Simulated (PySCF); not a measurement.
methoxymethyl(silyl)silane (C2H10OSi2), SMILES [SiH3][SiH2]COC.

Geometry: B3LYP-D3(BJ)/def2-SVP. Other conformers were not sampled.

Method: TDDFT-PBE/def2-SVPD in PySCF 2.14.0.

Vertical excitations. Gas-phase values at a fixed geometry.

```csv
state,energy (eV),λ (nm),f,main pairs
S1,5.61,221,0.003,HOMO→LUMO 100 %
S2,5.89,210,0.003,HOMO→LUMO+1 98 %
S3,5.98,207,0.003,HOMO→LUMO+2 97 %
S4,6.18,201,0.002,HOMO→LUMO+3 100 %
S5,6.56,189,0.024,"HOMO−1→LUMO 57 %, HOMO→LUMO+4 35 %"
S6,6.57,189,0.033,"HOMO→LUMO+4 64 %, HOMO−1→LUMO 29 %"
S7,6.82,182,0.012,"HOMO−1→LUMO+2 44 %, HOMO−2→LUMO 40 %"
S8,6.85,181,0.010,"HOMO−1→LUMO+1 73 %, HOMO−2→LUMO+1 14 %"
S9,6.87,180,0.006,HOMO→LUMO+5 93 %
S10,6.94,179,0.086,"HOMO−2→LUMO 50 %, HOMO−1→LUMO+2 27 %, HOMO−1→LUMO+3 10 %"
T1,5.53,224,0,HOMO→LUMO 99 %
T2,5.84,212,0,"HOMO→LUMO+1 65 %, HOMO→LUMO+2 34 %"
T3,5.88,211,0,"HOMO→LUMO+2 64 %, HOMO→LUMO+1 35 %"
T4,5.95,208,0,HOMO−1→LUMO 94 %
```
Triplets are in the Tamm–Dancoff approximation, which puts them higher than full response would, so one can lie above its singlet here.
